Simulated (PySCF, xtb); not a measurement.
CF3NOSi, SMILES O=C=N[Si](F)(F)F.

xtb with GFN2-xTB at its own geometry gives an orbital gap of 6.63 eV and a dipole moment of 0.59 D.

Geometry: r2SCAN-D4/def2-SVP. One conformer was computed; it need not be the lowest.

**Question.** What does PBE0/def2-TZVP run with PySCF give? (Estimate from the structure and the level; the computed values follow.)

**Answer.** gap 9.80 eV (levels -9.94 and -0.14 eV), dipole 0.32 D.
